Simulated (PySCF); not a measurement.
C4H10OSi, SMILES C1(COC1)[SiH2]C. Coordinates come from a PBE-D3(BJ)/def2-SVP optimisation. This is a generated structure with no PubChem entry under its InChIKey; it may be hypothetical. One conformer was computed; it need not be the lowest.

**Question.** Give the equilibrium geometry at PBE-D3(BJ)/def2-SVP (PySCF confirms it by a frequency run) as bond lengths and angles. (The exact figures need the calculation; the answer reports its results.)

**Answer.** One answer among several that fit: 
Atoms: C1 Si2 C3 C4 O5 C6 H7 H8 H9 H10 H11 H12 H13 H14 H15 H16. Bonded distances (Å): C1–Si2 1.890, C1–H7 1.109, C1–H8 1.109, C1–H9 1.109, Si2–C3 1.896, Si2–H10 1.509, Si2–H11 1.508, C3–C4 1.550, C3–C6 1.551, C3–H12 1.109, C4–O5 1.440, C4–H13 1.115, C4–H14 1.116, O5–C6 1.439, C6–H15 1.115, C6–H16 1.117. Angles (°): Si2–C1–H7 111.0, Si2–C1–H8 110.7, Si2–C1–H9 111.1, H7–C1–H8 108.1, H7–C1–H9 108.0, H8–C1–H9 107.9, C1–Si2–C3 111.1, C1–Si2–H10 110.4, C1–Si2–H11 110.2, C3–Si2–H10 109.3, C3–Si2–H11 107.7, H10–Si2–H11 108.1, Si2–C3–C4 118.0, Si2–C3–C6 117.4, Si2–C3–H12 110.0, C4–C3–C6 83.6, C4–C3–H12 112.9, C6–C3–H12 112.9, C3–C4–O5 92.3, C3–C4–H13 115.4, C3–C4–H14 116.1, O5–C4–H13 112.6, O5–C4–H14 111.9, H13–C4–H14 108.0, C4–O5–C6 91.8, C3–C6–O5 92.3, C3–C6–H15 115.4, C3–C6–H16 116.1, O5–C6–H15 112.6, O5–C6–H16 111.9, H15–C6–H16 107.9.
